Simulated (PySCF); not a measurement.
Point-charge models of `O=C=C(Cl)C[SiH2][SiH3]` against its computed dipole.

Coordinates (GFN2-xTB, Å) and charges (e) from the PBE0/pcSseg-1 density (PySCF):

```json
{"atom": "O1", "x": "4.119", "y": "0.347", "z": "0.029", "Mulliken": "-0.2577", "IAO": "-0.2720", "Hirshfeld": "-0.1415", "ESP-fitted": "-0.3207"}
{"atom": "C2", "x": "3.103", "y": "-0.127", "z": "-0.297", "Mulliken": "+0.4910", "IAO": "+0.4173", "Hirshfeld": "+0.1804", "ESP-fitted": "+0.6184"}
{"atom": "C3", "x": "1.970", "y": "-0.666", "z": "-0.629", "Mulliken": "-0.4248", "IAO": "-0.2041", "Hirshfeld": "-0.0474", "ESP-fitted": "-0.5332"}
{"atom": "Cl4", "x": "1.916", "y": "-1.502", "z": "-2.168", "Mulliken": "-0.0359", "IAO": "-0.0186", "Hirshfeld": "-0.0172", "ESP-fitted": "+0.0090"}
{"atom": "C5", "x": "0.699", "y": "-0.573", "z": "0.149", "Mulliken": "-0.3858", "IAO": "-0.5099", "Hirshfeld": "-0.1557", "ESP-fitted": "-0.1049"}
{"atom": "Si6", "x": "-0.622", "y": "0.515", "z": "-0.729", "Mulliken": "+0.3452", "IAO": "+0.4542", "Hirshfeld": "+0.2410", "ESP-fitted": "+0.2982"}
{"atom": "Si7", "x": "-2.560", "y": "0.483", "z": "0.533", "Mulliken": "+0.1789", "IAO": "+0.2771", "Hirshfeld": "+0.2164", "ESP-fitted": "+0.0624"}
{"atom": "H8", "x": "0.313", "y": "-1.581", "z": "0.310", "Mulliken": "+0.1709", "IAO": "+0.1628", "Hirshfeld": "+0.0424", "ESP-fitted": "+0.1118"}
{"atom": "H9", "x": "0.932", "y": "-0.156", "z": "1.130", "Mulliken": "+0.1532", "IAO": "+0.1649", "Hirshfeld": "+0.0509", "ESP-fitted": "+0.1204"}
{"atom": "H10", "x": "-0.794", "y": "-0.016", "z": "-2.085", "Mulliken": "-0.0278", "IAO": "-0.0907", "Hirshfeld": "-0.0772", "ESP-fitted": "-0.0674"}
{"atom": "H11", "x": "0.000", "y": "1.838", "z": "-0.877", "Mulliken": "-0.0419", "IAO": "-0.0991", "Hirshfeld": "-0.0759", "ESP-fitted": "-0.0782"}
{"atom": "H12", "x": "-3.193", "y": "-0.838", "z": "0.558", "Mulliken": "-0.0542", "IAO": "-0.0935", "Hirshfeld": "-0.0715", "ESP-fitted": "-0.0377"}
{"atom": "H13", "x": "-2.335", "y": "0.856", "z": "1.933", "Mulliken": "-0.0585", "IAO": "-0.0956", "Hirshfeld": "-0.0725", "ESP-fitted": "-0.0465"}
{"atom": "H14", "x": "-3.551", "y": "1.418", "z": "-0.002", "Mulliken": "-0.0526", "IAO": "-0.0929", "Hirshfeld": "-0.0725", "ESP-fitted": "-0.0316"}
```

Question: What dipole does each set of charges give (1 e·Å = 4.803 D), and what does the density give?

Answer: The full density gives (-1.52, 0.02, 0.89) D, 1.76 D in size; dipole vectors point from the negative to the positive end.

```
    scheme     μx     μy    μz  size (D)  share of the full size (%)  angle to the full dipole (°)
  Mulliken  -3.22   1.06  0.74      3.47                         197                            24
       IAO  -2.32   0.37  0.25      2.36                         134                            25
 Hirshfeld  -0.89  -0.07  0.21      0.92                          52                            18
ESP-fitted  -1.50   0.02  0.92      1.76                         100                             1
```

Question: Which set comes closest?

Answer: Length of the difference vector: ESP-fitted 0.04 D, Hirshfeld 0.93 D, IAO 1.08 D, Mulliken 2.00 D. Closest: ESP-fitted. 

Question: What is left for the Hirshfeld atoms' own dipoles?

Answer: The Hirshfeld atoms' densities add up to the full density, so μ = Σ q r + Σ (atomic dipoles). The atomic dipoles sum to (-1.52, 0.02, 0.89) − (-0.89, -0.07, 0.21) = (-0.63, 0.09, 0.68) D, 0.93 D in size.

Question: With the origin at the mean of the coordinates, (0.000, 0.000, -0.153) Å, which are the largest single terms, by size, of the IAO dipole along the direction of the full one?

Answer: C2 -5.52, O1 +4.52, Si7 +3.41, C3 +1.91, H13 -1.41 D; all 14 atoms together +2.14 D. The single terms depend on the origin, their sum doesn't.

Question: Give the size of the full dipole in other units.

Answer: 1.76 D = 0.694 au = 0.367 e·Å = 5.88 × 10⁻³⁰ C·m.

Geometry: GFN2-xTB, one conformer, isolated molecule.

Shape of the structure used: `[O:1]=[C:2]=[C:3]([Cl:4])[CH2:5][SiH2:6][SiH3:7]`: C2–C3–C5–Si6 110°, C3–C5–Si6–Si7 177°.
